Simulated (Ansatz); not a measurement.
Cost and result for the atomization energy of BH4InO3, SMILES `OB(O)[O][InH2]` (9 atoms, 8 bonds).

```xyz
9

O     0.5466    0.1302    0.9721
B    -0.7407    0.2523    0.3927
O    -1.7516    0.6688    1.2151
O    -0.7932   -0.0607   -0.8977
In    1.1865   -0.5656   -1.2717
H     0.6321    0.3462    1.9026
H    -2.5834    0.7224    0.7397
H     2.0639    0.7558   -1.9032
H     1.4398   -2.2495   -1.1496
```

Charge 0, multiplicity 1. Correlated methods include outer-core shells of In, which these sets cover unevenly. In takes the def2 core potential. All single points use the PBE0-D4/def2-TZVP geometry. It is one conformer, not always the lowest. Program: Ansatz. All runs use 4 threads of an Arm Neoverse V2 on a shared host. Times are those of one run each, without the atoms' runs, and a repeat can differ threefold. Electronic energies, without spin–orbit coupling; frozen cores. CCSD(T)/CBS adds CCSD(T) − MP2 in def2-TZVPP to the MP2 limit, and its time is that of the two runs behind it. T1 = 0.014. With those shells the extrapolation isn't a true limit. HSE06 is the plane-wave form, built on full-range PBE exchange.

CCSD(T)/CBS is a level of theory with its own doubt, some kJ/mol a heavy atom from the limit and from the frozen cores, so smaller differences don't rank the functionals.

```tsv
level	functions	wall time	atomization (kcal/mol)	difference from CCSD(T)/CBS	per bond
BLYP-D4/def2-TZVPP	230	2.7 s	805.4	-9.7	-1.2
PBE0-D4/def2-TZVPP	230	3 s	802.2	-12.9	-1.6
HSE06-D4/def2-TZVPP	230	3.3 s	802.8	-12.3	-1.5
CAM-B3LYP-D4/def2-TZVPP	230	3.6 s	814.8	-0.3	0.0
r2SCAN-D4/def2-TZVPP (with forces)	230	4.9 s	815.2	0.1	0.0
B2PLYP/def2-TZVPP	230	6 s	799.9	-15.2	-1.9
PBE-QIDH/def2-TZVPP	230	6 s	801.2	-13.9	-1.7
ωB97X-V/def2-TZVPP	230	8 s	812.6	-2.5	-0.3
CCSD(T)/def2-SVP	102	8 s	767.0	-48.1	-6.0
ωB97M-V/def2-TZVPP (with forces)	230	12 s	815.1	0.0	0.0
MP2/def2-QZVPP	430	20 s	828.7	13.6	1.7
CCSD(T)/def2-TZVPP	230	3.4 min	791.9	-23.2	-2.9
CCSD(T)/CBS(def2)	–	3.7 min	815.1	0.0	0.0
```

From PBE to PBE0 (25 % exact exchange), in def2-TZVPP and without D4, the atomization energy moves by −19.9 kcal/mol: exact exchange takes away binding that semilocal exchange gives to molecules. In def2-TZVPP, CCSD(T) changes the Hartree–Fock value by +218.0 kcal/mol (the triples alone add +14.1 kcal/mol) and MP2 by +240.9 kcal/mol; breaking electron pairs costs correlation energy, which Hartree–Fock lacks. Leaving LDA and LC-ωPBE aside and taking each functional with its dispersion term where it has one, the values, not all of them listed here, spread over 48.7 kcal/mol, from BHLYP-D4 to PBE-D4. LDA lies +124.7 kcal/mol from PBE without D4, its usual overbinding.

Spin–orbit coupling would lower the free In atoms strongly, and the atomization energy with them, by more than many differences here.
